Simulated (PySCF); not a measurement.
B(F)(Cl)(OEt) (C2H5BClFO), SMILES CCOB(F)Cl.

Coordinates come from a PBE-D3(BJ)/def2-SVP optimisation. This is a generated structure with no PubChem entry under its InChIKey; it may be hypothetical. The values are those of a single conformer.

All values below come from TDA-PBE/def2-SVPD (PySCF 2.14.0).

Vertical excitations. Isolated molecule, no solvent.

```json
[
 {"state": "S1", "energy (eV)": "7.27", "λ (nm)": "171", "f": "0.002", "main pairs": "HOMO−1→LUMO 57 %, HOMO→LUMO 39 %"},
 {"state": "S2", "energy (eV)": "7.41", "λ (nm)": "167", "f": "0.004", "main pairs": "HOMO→LUMO+1 80 %, HOMO−1→LUMO 13 %"},
 {"state": "S3", "energy (eV)": "7.46", "λ (nm)": "166", "f": "0.002", "main pairs": "HOMO−2→LUMO 95 %"},
 {"state": "S4", "energy (eV)": "7.63", "λ (nm)": "163", "f": "0.036", "main pairs": "HOMO−1→LUMO+1 98 %"},
 {"state": "S5", "energy (eV)": "7.74", "λ (nm)": "160", "f": "0.017", "main pairs": "HOMO−2→LUMO+1 97 %"},
 {"state": "S6", "energy (eV)": "7.85", "λ (nm)": "158", "f": "0.160", "main pairs": "HOMO→LUMO 43 %, HOMO−1→LUMO 24 %, HOMO→LUMO+1 13 %, HOMO→LUMO+2 10 %"},
 {"state": "S7", "energy (eV)": "8.22", "λ (nm)": "151", "f": "0.034", "main pairs": "HOMO−3→LUMO+1 72 %, HOMO→LUMO+2 17 %"},
 {"state": "S8", "energy (eV)": "8.27", "λ (nm)": "150", "f": "0.014", "main pairs": "HOMO→LUMO+2 68 %, HOMO−3→LUMO+1 18 %"},
 {"state": "S9", "energy (eV)": "8.38", "λ (nm)": "148", "f": "0.010", "main pairs": "HOMO−1→LUMO+2 89 %"},
 {"state": "S10", "energy (eV)": "8.49", "λ (nm)": "146", "f": "0.015", "main pairs": "HOMO−2→LUMO+2 42 %, HOMO−3→LUMO 34 %"},
 {"state": "T1", "energy (eV)": "6.73", "λ (nm)": "184", "f": "0", "main pairs": "HOMO→LUMO 88 %"},
 {"state": "T2", "energy (eV)": "7.10", "λ (nm)": "175", "f": "0", "main pairs": "HOMO−1→LUMO 88 %"},
 {"state": "T3", "energy (eV)": "7.23", "λ (nm)": "171", "f": "0", "main pairs": "HOMO−2→LUMO 89 %"},
 {"state": "T4", "energy (eV)": "7.31", "λ (nm)": "170", "f": "0", "main pairs": "HOMO→LUMO+1 96 %"}
]
```
Triplets are in the Tamm–Dancoff approximation.
